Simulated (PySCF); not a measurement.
## State search for Pb2

Unrestricted PBE0; basis Pb cc-pVDZ-PP with ECP60; scalar-relativistic core potentials; PySCF 2.14. Outer shells of the fragments: Pb 5d10 6s2 6p2; Pb 5d10 6s2 6p2.

Followed along the bond (rough minima from three points):

```csv
2Ms+1,unpaired,⟨S²⟩ at the start,R at minimum (Å),Te (eV)
3,π ↑↑,2.00,2.90,0.00
1,π ↑↓,1.00,2.90,0.19
3,"σ ↑, π ↑",2.00,2.79,0.36
1,"σ ↓, π ↑",1.01,2.79,0.57
1,none,0.00,2.92,0.66
```

Solutions found at the starting distance of 2.790 Å, counted from the lowest of them; the search is not exhaustive and high or unbound solutions are not listed, so other states can lie among these:

```tsv
2Ms+1	unpaired	term	E (eV)	⟨S²⟩	⟨Lz²⟩
3	π ↑↑	³Σ⁻	0.00	2.00	0.00
1	π ↑↓	mixed	0.19	1.00	2.01
3	σ ↑, π ↑	³Π	0.31	2.00	1.00
1	σ ↓, π ↑	mixed	0.52	1.01	1.00
1	none	mixed	0.67	0.00	2.00
5	σ ↑, π ↑↑↑	⁵Π	1.03	6.00	1.00
3	σ ↑, π ↑↑↓	mixed	1.56	3.01	3.01
3	σ ↓, π ↑↑↑	mixed	1.62	3.01	1.00
3	π ↑↑	mixed	1.82	2.00	2.01
5	π ↑↑↑↑	⁵Σ⁺	3.30	6.01	0.00
5	σ ↑↑, π ↑↑	⁵Σ⁻	3.37	6.00	0.00
3	σ ↑↑, π ↑↓	mixed	3.89	3.00	2.01
1	σ ↓↓, π ↑↑	mixed	4.04	2.00	0.00
1	σ ↓, π ↑	mixed	4.57	1.00	1.00
```

A term symbol is given only where ⟨S²⟩ and ⟨Lz²⟩ are close to those of a pure state; real π, δ and φ orbitals otherwise mix terms, and g/u labels are left off.

These are scalar-relativistic numbers at best; spin–orbit coupling would shift them, the dissociation energy most.
